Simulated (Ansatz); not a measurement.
Ansatz (an electronic-structure program) job for ethylenediamine cation (C₂H₈N₂), SMILES C(N)CN (connectivity only; charge and spin as stated), charge +1, multiplicity 2, PBE/def2-SVPD. The structure is a stationary point at PBE0-D3(BJ)/def2-SVP. The multiplicity is an assumed one; no other spin state was optimised. One conformer was computed; it need not be the lowest.

Ansatz 0.2 input:
```yaml
crystal:
  periodic: [false, false, false]
  atoms:
    - {symbol: N, position_ang: [0.10733016, -1.87330128, -0.00000000]}
    - {symbol: C, position_ang: [-0.55124501, -0.67908728, 0.00000000]}
    - {symbol: C, position_ang: [0.55124501, 0.67908728, -0.00000000]}
    - {symbol: N, position_ang: [-0.10733016, 1.87330128, 0.00000000]}
    - {symbol: H, position_ang: [0.43600384, -2.29803206, 0.86209030]}
    - {symbol: H, position_ang: [0.43600383, -2.29803206, -0.86209030]}
    - {symbol: H, position_ang: [-1.13772910, -0.51210472, -0.91228711]}
    - {symbol: H, position_ang: [-1.13772909, -0.51210472, 0.91228712]}
    - {symbol: H, position_ang: [1.13772910, 0.51210472, 0.91228711]}
    - {symbol: H, position_ang: [1.13772909, 0.51210472, -0.91228712]}
    - {symbol: H, position_ang: [-0.43600384, 2.29803206, -0.86209030]}
    - {symbol: H, position_ang: [-0.43600383, 2.29803206, 0.86209030]}
basis:
  gaussian:
    orbitals: def2-SVPD
hamiltonian:
  xc: {name: PBE}
total_charge: 1
magnetization: {spin_polarized: true, initial_magnetization: 1}
```

Program output:

```
WARN ansatz: RAYON_NUM_THREADS=1 ignored (pool sized by the plan → 1); use --threads N
Functional definition: PBE
integrals: 0.06 GiB planned
1200 factors; their error is unknown
mean field: 0.60 GiB planned
mean field evaluation 1: about -5149.7401 eV, gradient 6.2e1 eV
mean field evaluation 2: about -5123.4005 eV, gradient 9.5e1 eV
mean field evaluation 4: about -5166.7261 eV, gradient 4.7e0 eV
mean field evaluation 8: about -5166.8214 eV, gradient 3.1e-2 eV
mean field evaluation 16: about -5166.7522 eV, gradient 2.6e-5 eV
mean field -5166.75215551 eV, -189.8746395647 hartree, gradient 2.4e-5 eV, S^2 0.751953; 0 other end points of the search recorded, 0 dependent functions left out
reference -5166.75219606 eV, -189.8746410547 hartree; 17, 16 occupied and 127, 128 virtual orbitals, 1200 factors
Total energy: -5166.75219606 eV, -189.8746410547 hartree
```

The calculation finished and met its thresholds.

Cost: roughly 3 core-seconds.
